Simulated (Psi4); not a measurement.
The Psi4 input:
```
memory 2 GB

molecule {
0 1
Te    0.88344558   -0.15607863    0.08463184
O     0.33076046   -1.91671802    0.81653774
H     0.14735039   -2.55474123    0.12604321
Se   -1.38318607    0.72753909   -0.35329353
H    -1.70427787    1.26824476    0.95277915
}

set {
  basis def2-sv(p)
}

energy('pbe')
print_variables()
```

### Question
What does this run give for the nuclear repulsion energy, dipole moment?

### Answer

The nuclear repulsion energy comes out as 300.8746 Eh and the dipole moment comes out as 0.82 D.
